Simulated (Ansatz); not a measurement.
Geometry optimisation, RKS BHLYP/def2-SVP (Ansatz).

Input:

```yaml
crystal:
  periodic: [false, false, false]
  atoms:
    - { symbol: B, position_ang: [-2.246845, 0.0362, -0.303394] }
    - { symbol: F, position_ang: [-2.030204, -1.300976, -0.171509] }
    - { symbol: H, position_ang: [-2.766236, 0.598841, 0.611595] }
    - { symbol: H, position_ang: [-1.953158, 0.532472, -1.349301] }
    - { symbol: H, position_ang: [0.006078, -1.077334, 0.579284] }
    - { symbol: O, position_ang: [0.344271, -0.18876, 0.714114] }
    - { symbol: Si, position_ang: [1.830824, 0.238744, 0.111102] }
    - { symbol: H, position_ang: [2.927532, -0.460383, 0.819721] }
    - { symbol: H, position_ang: [1.935525, -0.0715, -1.334492] }
    - { symbol: H, position_ang: [1.952213, 1.692595, 0.322779] }
basis:
  gaussian: { orbitals: def2-SVP }
hamiltonian:
  xc: { name: BHLYP }
relax:
  f_tol: 0.03
  max_steps: 50
```

Run as:

```bash
$ ansatz run input.yaml --threads 2 --pin off --max-ram 3072MiB --backend cpu --events-out ev --progress --plain --runs-dir out
```

Where does it end, and by what steps?

The forces met the threshold. The force dipped under the threshold on the way, but the program's further checks kept it going. After 20 steps the energy has fallen by 0.273 eV; H4 moved furthest, 1.00 Å. Joined: B1–O6.

| step | energy less start (eV) | largest force component (eV/Å) | accepted |
| --- | --- | --- | --- |
| 0 | 0.0000 | 1.468 | yes |
| 1 | 0.0439 | 1.600 | no |
| 2 | -0.0249 | 1.379 | yes |
| 3 | -0.0479 | 1.328 | yes |
| 4 | -0.0881 | 1.146 | yes |
| 5 | -0.1438 | 1.040 | yes |
| 6 | -0.1929 | 1.092 | yes |
| 7 | -0.2303 | 0.651 | yes |
| 8 | -0.2501 | 0.321 | yes |
| 9 | -0.2562 | 0.328 | yes |
| 10 | -0.2591 | 0.043 | yes |
| 11 | -0.2606 | 0.020 | yes |
| 12 | -0.2580 | 0.448 | no |
| 13 | -0.2633 | 0.078 | yes |
| 14 | -0.2639 | 0.248 | yes |
| 15 | -0.2655 | 0.143 | yes |
| 16 | -0.2691 | 0.260 | yes |
| 17 | -0.2704 | 0.153 | yes |
| 18 | -0.2717 | 0.098 | yes |
| 19 | -0.2722 | 0.062 | yes |
| 20 | -0.2726 | 0.029 | yes |

```xyz
10
Properties=species:S:1:pos:R:3
B -1.508 0.022 -0.159
F -1.725 -1.178 -0.771
H -2.279 0.292 0.732
H -1.149 0.922 -0.894
H -0.090 -1.066 1.184
O -0.053 -0.257 0.672
Si 1.414 0.229 -0.068
H 2.476 -0.379 0.757
H 1.461 -0.280 -1.447
H 1.454 1.695 -0.007
```

Whether the end is a true minimum wasn't checked by a vibrational analysis.

Run time: 36 s on 2 threads of Arm Neoverse V2 (shared host), peak memory 0.17 GiB.
